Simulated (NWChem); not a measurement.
Molecule: Si$_{2}$Cl$_{5}$, doublet; SMILES Cl[Si](Cl)[Si](Cl)(Cl)Cl

```xyz
7

Cl    -1.6802     2.2324    -0.2188
Si    -0.0037     1.3625     0.6204
Cl     1.6961     2.2238    -0.1798
Si    -0.0029    -0.9235     0.0661
Cl     0.0287    -1.2580    -1.9578
Cl     1.6538    -1.7868     0.9138
Cl    -1.6916    -1.7756     0.8602
```
Atoms are numbered in this order, from 1.

Level: PBE0/def2-SVP, spin-unrestricted (NWChem), optimised geometry, unscaled harmonic frequencies. 

Question: List the harmonic frequencies with IR intensities, and the thermochemistry.

Answer: 
| frequency (cm⁻¹) | IR intensity (km/mol) |
|---|---|
| 22 | 0.0 |
| 54 | 0.7 |
| 64 | 0.9 |
| 120 | 0.0 |
| 131 | 0.3 |
| 171 | 4.4 |
| 191 | 1.9 |
| 198 | 12.9 |
| 235 | 20.7 |
| 357 | 2.2 |
| 494 | 160.8 |
| 591 | 61.7 |
| 595 | 10.9 |
| 617 | 150.6 |
| 618 | 206.4 |

The zero-point energy comes out as 6.4 kcal/mol, the thermal correction to the enthalpy at 298.15 K (with zero-point energy) is 13.4 kcal/mol and the heat capacity Cv is 30.0 cal/(mol K). The entropy at 298.15 K and 1 atm (symmetry number 1, electronic part: spin degeneracy alone) comes out as 108.9 cal/(mol K) and the dipole moment comes out as 0.73 D.

Rigid rotor and harmonic oscillator; modes under 100 cm⁻¹ make the entropy uncertain.
